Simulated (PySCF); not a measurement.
This PySCF input asks for the NMR shieldings of SMILES [SiH3]C(CCC)([SiH3])C(F)(F)F, C5H13F3Si2; the geometry comes from GFN2-xTB.

```python
import basis_set_exchange as bse
import numpy as np
from pyscf import gto, dft
from pyscf.prop import nmr

atoms = """
C     3.047566   -0.081204    0.302344
C     1.665389    0.525654    0.087856
C     0.596529   -0.563315   -0.002033
C    -0.859042   -0.079341   -0.106004
Si   -1.335979    1.197590    1.245425
Si   -2.001550   -1.627349   -0.042791
C    -1.110589    0.567101   -1.428363
F    -2.416457    0.871650   -1.604734
F    -0.461569    1.733952   -1.631736
F    -0.779414   -0.204313   -2.486521
H     3.074598   -0.659050    1.223916
H     3.309412   -0.740331   -0.522513
H     3.799601    0.701283    0.366707
H     1.434078    1.192879    0.921892
H     1.675804    1.121676   -0.825120
H     0.822464   -1.203974   -0.861047
H     0.671840   -1.186811    0.893350
H    -2.792606    1.315987    1.267021
H    -0.837204    0.648823    2.505727
H    -0.744488    2.504846    0.970488
H    -1.615536   -2.536161   -1.120672
H    -1.749997   -2.245635    1.258638
H    -3.397603   -1.226971   -0.174112
"""
names = dict.fromkeys(["C", "Si", "F", "H"], "pcSseg-1")
basis = {el: gto.basis.parse(bse.get_basis(n, elements=[el], fmt="nwchem")) for el, n in names.items()}
mol = gto.M(atom=atoms, basis=basis, charge=0, verbose=0)
mf = dft.RKS(mol, xc="PBE0")
mf.grids.level = 2
mf.grids.alignment = dft.numint.BLKSIZE   # the property module wants whole blocks of grid points
mf.conv_tol = 1e-9
mf.kernel()

calc = nmr.RKS(mf)   # GIAO
C = mf.mo_coeff
Co = C[:, mf.mo_occ > 0]
resp = mf.gen_response(singlet=True, hermi=2)
def vind(x):   # induced exchange potential for any number of trial vectors
    d = np.einsum("pi,xij,qj->xpq", C, 2 * x.reshape(-1, C.shape[1], Co.shape[1]), Co, optimize=True)
    return np.einsum("xpq,pi,qj->xij", resp(d - d.transpose(0, 2, 1)), C, Co, optimize=True).ravel()
mo1, _ = nmr.rhf.solve_mo1(calc, with_cphf=vind)
sigma = calc.kernel(mo1)
for i, s in enumerate(sigma):   # ppm
    w = np.linalg.eigvalsh((s + s.T) / 2)
    print("%2d %-2s iso %8.1f  s11 %8.1f  s22 %8.1f  s33 %8.1f" % (i, mol.atom_pure_symbol(i), w.mean(), *w))
```

Question: Give the expected output.

Answer: 
```
 0 C  iso    169.8  s11    157.7  s22    163.0  s33    188.8
 1 C  iso    160.3  s11    149.9  s22    160.7  s33    170.3
 2 C  iso    151.2  s11    134.1  s22    146.0  s33    173.6
 3 C  iso    162.6  s11    148.4  s22    158.4  s33    181.0
 4 Si iso    416.0  s11    390.7  s22    396.3  s33    461.0
 5 Si iso    406.1  s11    368.3  s22    385.4  s33    464.5
 6 C  iso     46.9  s11     35.1  s22     41.2  s33     64.3
 7 F  iso    231.9  s11    135.3  s22    230.8  s33    329.6
 8 F  iso    236.3  s11    147.6  s22    239.7  s33    321.8
 9 F  iso    253.5  s11    152.9  s22    268.9  s33    338.8
10 H  iso     30.9  s11     26.4  s22     29.2  s33     37.1
11 H  iso     30.7  s11     26.2  s22     29.1  s33     37.0
12 H  iso     30.4  s11     25.4  s22     27.4  s33     38.3
13 H  iso     30.3  s11     24.1  s22     32.5  s33     34.4
14 H  iso     29.7  s11     23.3  s22     31.9  s33     34.0
15 H  iso     29.7  s11     24.9  s22     30.7  s33     33.4
16 H  iso     30.4  s11     24.8  s22     31.5  s33     34.9
17 H  iso     27.7  s11     23.9  s22     26.0  s33     33.1
18 H  iso     28.0  s11     24.7  s22     26.0  s33     33.4
19 H  iso     27.3  s11     23.7  s22     26.1  s33     32.1
20 H  iso     27.5  s11     23.7  s22     26.1  s33     32.8
21 H  iso     28.0  s11     24.5  s22     26.3  s33     33.4
22 H  iso     27.5  s11     23.5  s22     25.8  s33     33.1
```

These numbers come from an equivalent density-fitted implementation of the same equations, which agrees with the script to about 0.01 ppm for H and up to a few tenths of a ppm for heavy atoms, so last digits may differ.

Question: Turn these shieldings into chemical shifts. δ = σ(ref) − σ, references computed at the same level: TMS for 13C (186.93 ppm), 29Si (349.16 ppm), 1H (31.72 ppm); CFCl3 for 19F (170.95 ppm).

Answer: Averaging equivalent atoms: C 6: 140.1; C 2: 35.7; C 1: 26.6; C 3: 24.3; C 0: 17.1; Si 4/5: -61.9; F 7/8/9: -69.6; H 17/18/19/20/21/22: 4.05; H 15/16: 1.68; H 13/14: 1.68; H 10/11/12: 1.04 ppm. Unscaled 19F shifts against computed CFCl3 carry errors that often reach 10 to 50 ppm.

Size and cost of the density-fitted run: 249 basis functions, 68 s wall time on 1 thread of an Arm Neoverse V1, shared host; peak memory 1.2 GiB.
